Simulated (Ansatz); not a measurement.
CH₅BCl₃N (`C[NH2+][B-](Cl)(Cl)Cl`). Total charge 0; spin multiplicity 1.

Cartesian coordinates in Å:
```
C -1.347 0.144 -0.127
N -0.027 0.305 0.514
B 1.243 -0.343 -0.241
Cl 0.931 -2.140 -0.345
Cl 2.655 0.067 0.856
Cl 1.357 0.475 -1.871
H -2.117 0.624 0.476
H -1.551 -0.919 -0.227
H -1.304 0.596 -1.115
H 0.193 1.293 0.632
H -0.034 -0.103 1.448
```

(1) What are the harmonic wavenumbers in cm⁻¹ at PBE0-D4/def2-TZVP (Ansatz, finite differences of forces, unscaled)? (Estimate.)

(2) Is this a minimum?

(3) Give the ideal-gas thermochemistry at 298.15 K and 1 bar (rigid rotor, harmonic oscillator; point group Cs, symmetry number 1).

(4) And at 400, 500, 600, 800 and 1000 K?

(5) Rotational constants (cm⁻¹)?

Answers

(1) Computed: 100, 165, 186, 212, 237, 293, 297, 380, 486, 680, 767, 812, 871, 1046, 1101, 1127, 1331, 1345, 1445, 1490, 1504, 1622, 3089, 3179, 3196, 3471, 3536.

(2) Yes, all 27 modes are real.

(3) Zero-point energy 203.2 kJ/mol; H(298) − E = 225.9 kJ/mol; entropy 367.3 J/(mol·K), of which translation 171.2, rotation 121.2, vibration 74.9; G(298) − E = 116.4 kJ/mol.

(4) 
```tsv
T (K)	H − E (kJ/mol)	S (J/mol/K)	G − E (kJ/mol)
400	238.7	404.0	77.0
500	253.1	436.1	35.0
600	269.0	465.1	-10.1
800	304.2	515.7	-108.3
1000	343.0	558.9	-215.9
```

(5) 0.05706, 0.04908, 0.04375.
